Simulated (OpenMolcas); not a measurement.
Computed levels of 3d⁴ in ions with 22 electrons, in cm-1 above ⁵D₀.

```json
{
  "Program": "OpenMolcas",
  "Method": "SS-CASPT2, IPEA 0.25 Eh, imaginary shift 0.1 Eh",
  "Basis": "ANO-R2",
  "Scalar Hamiltonian": "X2C, finite nucleus",
  "Spin-orbit coupling": "RASSI with atomic mean-field integrals over the reference wave functions, term energies averaged over their components"
}
```

Active space for each ion: 4 electrons in 5 orbitals (3d); closed shells correlated by CASPT2: 3s 3p.

| Level | Mn3+ | Co5+ | Ni6+ | Cu7+ |
| --- | --- | --- | --- | --- |
| ⁵D₁ | 101 | 207 | 285 | 382 |
| ⁵D₂ | 298 | 604 | 825 | 1095 |
| ⁵D₃ | 582 | 1165 | 1579 | 2080 |
| ⁵D₄ | 944 | 1864 | 2510 | 3270 |
| ³P₀(1) | 20960 | 27710 | 30960 | 33820 |
| ³P₁(1) | 21560 | 28940 | 32660 | 36060 |
| ³H₄ | 21720 | 29060 | 32590 | 35900 |
| ³H₅ | 21930 | 29520 | 33240 | 36790 |
| ³H₆ | 22180 | 30020 | 33930 | 37700 |

Task: Estimate ⁵D₄, ³P₀(1), ³P₁(1) for Fe4+ from its neighbours Mn3+ and Co5+.

Result: ⁵D₄ is fine structure, which grows about as the fourth power of a screened charge, so the fourth roots are averaged: ((944^0.25 + 1864^0.25) / 2)^4 = 1346. The calculation gives 1350, so the estimate is off by -0.3 %; the measured value is 1283 (Corliss and Sugar, J. Phys. Chem. Ref. Data 11, 135 (1982)).
³P₀(1) is another term, which grows about linearly with the charge: (20960 + 27710) / 2 = 24335. The calculation gives 24300, so the estimate is off by +0.1 %; the measured value is 24055 (Corliss and Sugar, J. Phys. Chem. Ref. Data 11, 135 (1982)).
³P₁(1) is another term, which grows about linearly with the charge: (21560 + 28940) / 2 = 25250. The calculation gives 25180, so the estimate is off by +0.3 %; the measured value is 24973 (Corliss and Sugar, J. Phys. Chem. Ref. Data 11, 135 (1982)).

Term energies are means over components that CASPT2 splits; among the terms shown or strongly mixed into the levels shown the widest spread is 40 cm-1 (3d⁴ ³H, Co5+). Measured partners are found by configuration, term and J. A level has none where our copy of the source lacks it or the pairing is in doubt (some pairs that miss far off the trend of their configuration count as doubtful), and it then counts in no deviation. Levels of configurations outside the active space are missing.

A number in round brackets counts repeated terms of one configuration in the order of the reference energies.
